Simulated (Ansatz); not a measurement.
Ansatz (a program for electronic structure) input (B3LYP-D3(BJ)/def2-TZVP):

Ansatz 0.2 input:
```yaml
crystal:
  periodic: [false, false, false]
  atoms:
    - {symbol: Mo, position_ang: [0.07138321, -0.05643919, -0.08448707]}
    - {symbol: O, position_ang: [-1.29345374, -1.13831181, -0.01304596]}
    - {symbol: O, position_ang: [-0.20625833, 1.48595911, -0.84754326]}
    - {symbol: O, position_ang: [1.12495018, -0.05134153, 1.30414634]}
basis:
  gaussian:
    orbitals: def2-TZVP
hamiltonian:
  xc: b3lyp
  dispersion: d3bj
total_charge: -1
magnetization: {spin_polarized: true, initial_magnetization: 1}
phonons: {temperatures: {t_min: 298.15, t_max: 298.15, t_step: 100}}
```

Output:

```
Functional definition: B3LYP
integrals: 0.05 GiB planned
824 factors; their error is unknown
mean field: 0.58 GiB planned
mean field evaluation 1: about -7992.4928 eV, gradient 5.9e1 eV
mean field evaluation 2: about -7805.4497 eV, gradient 2.3e2 eV
mean field evaluation 4: about -8004.8415 eV, gradient 7.4e0 eV
mean field evaluation 8: about -8005.0664 eV, gradient 1.8e-1 eV
mean field evaluation 16: about -8005.1413 eV, gradient 6.5e-4 eV
mean field -8005.14128794 eV, -294.1835162521 hartree, gradient 5.5e-5 eV, S^2 0.755505; 0 other end points of the search recorded, 0 dependent functions left out
the calculation of the forces begins
reference -8005.14154751 eV, -294.1835257911 hartree; 20, 19 occupied and 113, 114 virtual orbitals, 824 factors
these checks for a lower state are left out or cut short: stability, starts, cluster_reference, orbital_swaps, neighbouring_geometries, increment
integrals: 0.05 GiB planned
824 factors; their error is unknown
mean field: 0.58 GiB planned
mean field -8005.14116930 eV, -294.1835118924 hartree, gradient 2.8e-6 eV, S^2 0.755505; 0 other end points of the search recorded, 0 dependent functions left out
the calculation of the forces begins
reference -8005.14142889 eV, -294.1835214318 hartree; 20, 19 occupied and 113, 114 virtual orbitals, 824 factors
these checks for a lower state are left out or cut short: stability, starts, cluster_reference, orbital_swaps, neighbouring_geometries, increment
integrals: 0.05 GiB planned
824 factors; their error is unknown
mean field: 0.58 GiB planned
mean field evaluation 32: about -8005.1411 eV, gradient 1.7e-1 eV
mean field -8005.14115989 eV, -294.1835115463 hartree, gradient 2.1e-6 eV, S^2 0.755506; 0 other end points of the search recorded, 0 dependent functions left out
the calculation of the forces begins
reference -8005.14141944 eV, -294.1835210849 hartree; 20, 19 occupied and 113, 114 virtual orbitals, 824 factors
these checks for a lower state are left out or cut short: stability, starts, cluster_reference, orbital_swaps, neighbouring_geometries, increment
integrals: 0.05 GiB planned
824 factors; their error is unknown
mean field: 0.58 GiB planned
mean field -8005.14111801 eV, -294.1835100073 hartree, gradient 2.0e-6 eV, S^2 0.755506; 0 other end points of the search recorded, 0 dependent functions left out
the calculation of the forces begins
reference -8005.14137757 eV, -294.1835195461 hartree; 20, 19 occupied and 113, 114 virtual orbitals, 824 factors
these checks for a lower state are left out or cut short: stability, starts, cluster_reference, orbital_swaps, neighbouring_geometries, increment
integrals: 0.05 GiB planned
824 factors; their error is unknown
mean field: 0.58 GiB planned
mean field -8005.14112390 eV, -294.1835102237 hartree, gradient 2.1e-6 eV, S^2 0.755505; 0 other end points of the search recorded, 0 dependent functions left out
the calculation of the forces begins
reference -8005.14138347 eV, -294.1835197629 hartree; 20, 19 occupied and 113, 114 virtual orbitals, 824 factors
these checks for a lower state are left out or cut short: stability, starts, cluster_reference, orbital_swaps, neighbouring_geometries, increment
integrals: 0.05 GiB planned
824 factors; their error is unknown
mean field: 0.58 GiB planned
mean field -8005.14118302 eV, -294.1835123964 hartree, gradient 2.0e-6 eV, S^2 0.755487; 0 other end points of the search recorded, 0 dependent functions left out
the calculation of the forces begins
reference -8005.14144255 eV, -294.1835219340 hartree; 20, 19 occupied and 113, 114 virtual orbitals, 824 factors
these checks for a lower state are left out or cut short: stability, starts, cluster_reference, orbital_swaps, neighbouring_geometries, increment
integrals: 0.05 GiB planned
824 factors; their error is unknown
mean field: 0.58 GiB planned
mean field evaluation 64: about -8005.1412 eV, gradient 2.1e-6 eV
mean field -8005.14122175 eV, -294.1835138196 hartree, gradient 2.1e-6 eV, S^2 0.755524; 0 other end points of the search recorded, 0 dependent functions left out
the calculation of the forces begins
reference -8005.14148135 eV, -294.1835233599 hartree; 20, 19 occupied and 113, 114 virtual orbitals, 824 factors
these checks for a lower state are left out or cut short: stability, starts, cluster_reference, orbital_swaps, neighbouring_geometries, increment
integrals: 0.05 GiB planned
824 factors; their error is unknown
mean field: 0.58 GiB planned
mean field -8005.14121741 eV, -294.1835136604 hartree, gradient 2.0e-6 eV, S^2 0.755485; 0 other end points of the search recorded, 0 dependent functions left out
the calculation of the forces begins
reference -8005.14147695 eV, -294.1835231981 hartree; 20, 19 occupied and 113, 114 virtual orbitals, 824 factors
these checks for a lower state are left out or cut short: stability, starts, cluster_reference, orbital_swaps, neighbouring_geometries, increment
integrals: 0.05 GiB planned
824 factors; their error is unknown
mean field: 0.58 GiB planned
mean field -8005.14125319 eV, -294.1835149751 hartree, gradient 2.1e-6 eV, S^2 0.755526; 0 other end points of the search recorded, 0 dependent functions left out
the calculation of the forces begins
reference -8005.14151279 eV, -294.1835245153 hartree; 20, 19 occupied and 113, 114 virtual orbitals, 824 factors
these checks for a lower state are left out or cut short: stability, starts, cluster_reference, orbital_swaps, neighbouring_geometries, increment
integrals: 0.05 GiB planned
824 factors; their error is unknown
mean field: 0.58 GiB planned
mean field -8005.14128043 eV, -294.1835159763 hartree, gradient 2.0e-6 eV, S^2 0.755502; 0 other end points of the search recorded, 0 dependent functions left out
the calculation of the forces begins
reference -8005.14154000 eV, -294.1835255152 hartree; 20, 19 occupied and 113, 114 virtual orbitals, 824 factors
these checks for a lower state are left out or cut short: stability, starts, cluster_reference, orbital_swaps, neighbouring_geometries, increment
integrals: 0.05 GiB planned
824 factors; their error is unknown
mean field: 0.58 GiB planned
mean field -8005.14128275 eV, -294.1835160613 hartree, gradient 2.7e-6 eV, S^2 0.755508; 0 other end points of the search recorded, 0 dependent functions left out
the calculation of the forces begins
reference -8005.14154232 eV, -294.1835256003 hartree; 20, 19 occupied and 113, 114 virtual orbitals, 824 factors
these checks for a lower state are left out or cut short: stability, starts, cluster_reference, orbital_swaps, neighbouring_geometries, increment
integrals: 0.05 GiB planned
824 factors; their error is unknown
mean field: 0.58 GiB planned
mean field evaluation 96: about -8005.1413 eV, gradient 7.2e-5 eV
mean field -8005.14126496 eV, -294.1835154075 hartree, gradient 2.9e-6 eV, S^2 0.755525; 0 other end points of the search recorded, 0 dependent functions left out
the calculation of the forces begins
reference -8005.14152455 eV, -294.1835249476 hartree; 20, 19 occupied and 113, 114 virtual orbitals, 824 factors
these checks for a lower state are left out or cut short: stability, starts, cluster_reference, orbital_swaps, neighbouring_geometries, increment
integrals: 0.05 GiB planned
824 factors; their error is unknown
mean field: 0.58 GiB planned
mean field -8005.14123085 eV, -294.1835141542 hartree, gradient 2.7e-6 eV, S^2 0.755486; 0 other end points of the search recorded, 0 dependent functions left out
the calculation of the forces begins
reference -8005.14149039 eV, -294.1835236921 hartree; 20, 19 occupied and 113, 114 virtual orbitals, 824 factors
these checks for a lower state are left out or cut short: stability, starts, cluster_reference, orbital_swaps, neighbouring_geometries, increment
integrals: 0.05 GiB planned
824 factors; their error is unknown
mean field: 0.58 GiB planned
mean field -8005.14124976 eV, -294.1835148492 hartree, gradient 2.1e-6 eV, S^2 0.755519; 0 other end points of the search recorded, 0 dependent functions left out
the calculation of the forces begins
reference -8005.14150936 eV, -294.1835243890 hartree; 20, 19 occupied and 113, 114 virtual orbitals, 824 factors
these checks for a lower state are left out or cut short: stability, starts, cluster_reference, orbital_swaps, neighbouring_geometries, increment
integrals: 0.05 GiB planned
824 factors; their error is unknown
mean field: 0.58 GiB planned
mean field -8005.14122161 eV, -294.1835138145 hartree, gradient 2.8e-6 eV, S^2 0.755492; 0 other end points of the search recorded, 0 dependent functions left out
the calculation of the forces begins
reference -8005.14148115 eV, -294.1835233526 hartree; 20, 19 occupied and 113, 114 virtual orbitals, 824 factors
Total energy: -8005.28873095 eV, -294.1889346829 hartree
Atom 0 at     0.071383    -0.056439    -0.084487 Å, force     0.001331    -0.000983    -0.001357 eV/Å
Atom 1 at    -1.293454    -1.138312    -0.013046 Å, force     0.000435     0.001301     0.000558 eV/Å
Atom 2 at    -0.206258     1.485959    -0.847543 Å, force    -0.000414    -0.000748     0.001210 eV/Å
Atom 3 at     1.124950    -0.051342     1.304146 Å, force    -0.001352     0.000430    -0.000410 eV/Å
Dipole moment:     0.172378    -0.136291    -0.204022 e Å
Vibrations: 160.24 309.09 309.10 916.55 916.55 936.65 cm⁻¹, zero-point energy 0.219959 eV
```

The spin state was set by rule; other spins were not relaxed.
